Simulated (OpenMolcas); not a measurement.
**Co5+, Rh5+, Ir5+: d4 down the group**

```json
{
 "Program": "OpenMolcas",
 "Method": "SS-CASPT2, IPEA 0.25 Eh, imaginary shift 0.1 Eh",
 "Basis": "ANO-RCC-VQZP",
 "Scalar Hamiltonian": "DKH2, point nucleus",
 "Spin-orbit coupling": "RASSI with atomic mean-field integrals over the reference wave functions, term energies averaged over their components"
}
```

Active space for each ion: 4 electrons in 5 orbitals (d); closed shells correlated by CASPT2: Co5+ 3s 3p; Rh5+ 4s 4p; Ir5+ 5s 5p.

Computed levels in cm-1 above 5D0:

| Level | Co5+ | Rh5+ | Ir5+ |
| --- | --- | --- | --- |
| 5D1 | 211 | 661 | 5750 |
| 5D2 | 614 | 1722 | 10510 |
| 5D3 | 1183 | 3000 | 14010 |
| 5D4 | 1893 | 4420 | 16060 |
| 3H4 | 28690 | 19870 | 24620 |
| 3P1(1) | 28740 | 21480 | 30370 |
| 3H5 | 29160 | 21440 | 30570 |
| 3H6 | 29660 | 22660 | 33220 |
| 3F2(1) | 30960 | 23090 | 29490 |
| weight of 5D in the lowest level (%) | 100 | 96 | 60 |

Mixed levels, with the weight of the term that names them: Ir5+ 5D0 (60 %), Ir5+ 5D4 (62 %), Ir5+ 3H4 (55 %), Ir5+ 3P1(1) (74 %), Ir5+ 3H6 (72 %), Ir5+ 3F2(1) (63 %).

Measured, with the error of the calculation in %. Measured levels: Co5+ from Sugar and Corliss, J. Phys. Chem. Ref. Data 10, 1097 (1981).

```tsv
Level	Co5+
5D1	204 (+3.2)
5D2	589 (+4.2)
5D3	1125 (+5.2)
5D4	1782 (+6.2)
3H4	28377 (+1.1)
3P1(1)	28462 (+1.0)
3H5	28806 (+1.2)
3H6	29234 (+1.5)
3F2(1)	30555 (+1.3)
```

The fine-structure level 5D4 changes by a factor of 8.48 from Co5+ to Ir5+.

Without spin-orbit coupling 3H lies 28140, 18990, 17270 cm-1 above 5D in that order; the difference to the level 3H4, of either sign, comes from spin-orbit coupling, which also lowers the zero.

CASPT2 does not keep the components of a term degenerate, so their means are used; among the terms shown or strongly mixed into the levels shown the widest spread is 140 cm-1 (4d4 3F(1), Rh5+). Measured partners are found by configuration, term and J. A level has none where our copy of the source lacks it or the pairing is in doubt (some pairs that miss far off the trend of their configuration count as doubtful), and it then counts in no deviation. Levels of configurations outside the active space are missing.

A number in round brackets counts repeated terms of one configuration in the order of the reference energies.
